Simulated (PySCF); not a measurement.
# Computed records: B2H6NSi

Calculation on a computer-drawn molecule: optimised geometry and harmonic frequencies of an isolated molecule of the commonest isotopes, restricted reference for singlets and unrestricted otherwise, frozen core in MP2. Program: PySCF 2.14.0.

```json
{"formula": "B2H6NSi", "start_structure": {"atoms_angstrom": [["B", -1.0467, -0.8987, -0.459], ["N", -0.3667, 0.204, -0.7373], ["B", -0.7916, 1.6167, -0.6482], ["Si", 0.378, 2.9973, -1.1872], ["H", -2.158, -0.8923, -0.0002], ["H", -0.5374, -1.98, -0.5779], ["H", 0.5755, 0.0938, -1.1215], ["H", -1.9059, 1.7738, -0.2592], ["H", 0.0923, 4.4747, -1.1329], ["H", 1.7204, 2.9161, -1.686]]}, "given": {"charge": 0, "multiplicity": 2, "method": "HF", "basis": "cc-pV(D+d)Z", "drawn_bonds_atom": [1, 2, 3, 1, 1, 2, 3, 4, 4], "drawn_bonds_other_atom": [2, 3, 4, 5, 6, 7, 8, 9, 10], "drawn_bonds_order": [1, 1, 1, 1, 1, 1, 1, 1, 1]}, "results": {"optimised_atom_element": ["B", "N", "B", "Si", "H", "H", "H", "H", "H", "H"], "optimised_atom_x [angstrom]": [-1.059, -0.3328, -0.7798, 0.3152, -2.161, -0.5525, 0.5848, -1.876, 0.04161, 1.778], "optimised_atom_y [angstrom]": [-0.9321, 0.2151, 1.564, 3.107, -0.8009, -2.016, 0.04692, 1.775, 4.444, 2.901], "optimised_atom_z [angstrom]": [-0.3922, -0.8098, -0.7477, -1.453, 0.05687, -0.497, -1.176, -0.3092, -0.8778, -1.603], "modes_frequency [cm^-1]": [138.2, 182.7, 202.5, 357.4, 395.4, 461.7, 555.8, 729.6, 808.3, 951.9, 960.9, 1008, 1109, 1148, 1179, 1296, 1375, 1572, 2288, 2314, 2678, 2711, 2760, 3805], "modes_reduced_mass [dalton]": [3.299, 2.0, 1.234, 3.471, 1.228, 1.216, 1.426, 2.219, 1.507, 1.306, 1.099, 1.068, 1.374, 1.921, 1.581, 1.95, 1.483, 1.85, 1.038, 1.045, 1.056, 1.093, 1.128, 1.076], "rotational_constants [GHz]": [32.7, 2.295, 2.153], "total_energy [hartree]": -396.2710, "spin_squared": 0.764, "convergence_status_largest_gradient_component [hartree/bohr]": 2.153e-05}}
```
